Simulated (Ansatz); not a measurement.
A nudged elastic band was laid between two geometries of ClF₃H₄HfSi (10 atoms, charge 0, multiplicity 1).

Method: Ansatz, RKS PBE-D4/def2-SVP.

* movable images: 5
* climbing image: yes
* spring: 5.0 eV/Å²
* optimiser: quadratic models (default)
* start path: through a guess of the saddle point
* force threshold: 0.03 eV/Å
* iteration limit: 60
* end points: relaxed

Initial state:

```xyz
10
Properties=species:S:1:pos:R:3
Hf -0.186 -0.223 0.054
F -0.439 -0.727 1.885
F 1.653 -0.168 -0.483
Cl -1.473 1.647 -0.635
F -0.899 -1.699 -0.921
Si 1.310 2.875 1.302
H 2.563 3.006 2.116
H 1.596 3.069 -0.155
H 0.244 3.812 1.783
H 0.804 1.464 1.528
```

Final state:

```xyz
10
Properties=species:S:1:pos:R:3
Hf -0.063 0.317 -0.214
F 1.158 -0.148 1.701
F 1.336 -0.661 -1.079
Cl -1.143 1.486 -1.944
F -1.466 -0.590 0.719
Si 0.787 2.662 1.010
H 1.581 2.136 2.255
H 1.827 3.523 0.342
H -0.230 3.557 1.672
H 1.385 0.775 2.011
```

Problem. Which bonds break or form, and what moves?

Solution. Bonds broken: Si6–H10. Bonds formed: Hf1–Si6, F2–H10.

Problem. Give the energies along the band, and the barrier.

Solution. The forces met the threshold. The highest image is number 5 of 0 to 6, 1.94 eV above the first end and 0.15 eV above the last; the last end lies 1.78 eV above the first. Neighbouring images differ by up to 1.3 eV, so the band resolves the path poorly. A vibrational analysis at the climbing image gives one clearly imaginary mode, 289i cm⁻¹: a first-order saddle point. The orbitals stay closed-shell, which can raise the energy where a bond breaks towards radicals; this wasn't checked here.

| image | path coordinate (Å) | energy (eV) | Si6–H10 (Å) | Hf1–Si6 (Å) | F2–H10 (Å) |
| --- | --- | --- | --- | --- | --- |
| 0 | 0.00 | 0.00 | 1.52 | 3.66 | 2.54 |
| 1 | 1.05 | 0.00 | 1.51 | 3.74 | 2.63 |
| 2 | 2.10 | 0.07 | 1.52 | 3.79 | 2.47 |
| 3 | 3.15 | 0.24 | 1.51 | 3.70 | 2.23 |
| 4 | 4.19 | 0.62 | 1.53 | 3.27 | 1.90 |
| 5 | 5.24 | 1.94 | 2.01 | 2.88 | 1.06 |
| 6 | 6.20 | 1.78 | 2.22 | 2.78 | 1.00 |

Problem. What is the geometry of the highest image?

Solution. 
```xyz
10
Properties=species:S:1:pos:R:3
Hf 0.030 0.252 -0.138
F 1.150 -0.330 1.706
F 1.328 -0.692 -1.171
Cl -0.927 1.768 -1.664
F -1.468 -0.717 0.543
Si 0.877 2.642 1.222
H 1.669 2.638 2.517
H 1.724 3.362 0.209
H -0.390 3.406 1.496
H 1.179 0.727 1.754
```

Time of the run: 3.5 min on 4 threads of Arm Neoverse V2, on a shared host, peak memory 0.2 GiB.
